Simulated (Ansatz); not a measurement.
Species: sum formula CuOH (charge 0, singlet). 
Geometry from a B3LYP-D3(BJ)/def2-TZVP (Ansatz, a quantum-chemistry and plane-wave program) optimisation:
```
O
H 1 0.9649
Cu 1 1.7954 2 108.72
```
Charge 0, spin multiplicity 1.

Wanted: vertical ionisation energy (to the doublet state of charge +1; each state is the SCF solution reached for its spin; for the doublet T1 is 0.045; for the singlet T1 is 0.039), in eV. Cores are frozen in the correlated levels unless marked. Open shells are spin-unrestricted. Spin-orbit coupling is left out. The frozen core is the preceding noble-gas configuration, with the filled d and f shells of earlier blocks. No relativistic terms. CBS marks a two-point X^-3 extrapolation of the correlation energy; Hartree-Fock from the larger set. The bracket is a focal-point correction in the basis named.

| level | program | vertical ionisation energy (eV) |
|---|---|---|
| r2SCAN/def2-TZVPD | Ansatz | 9.10 |

Q: What does RI-MP2/CBS(def2-TZVPPD,def2-QZVPPD)+[CCSD(T)-MP2]/def2-TZVPPD (Ansatz) give?

A: 9.48 eV
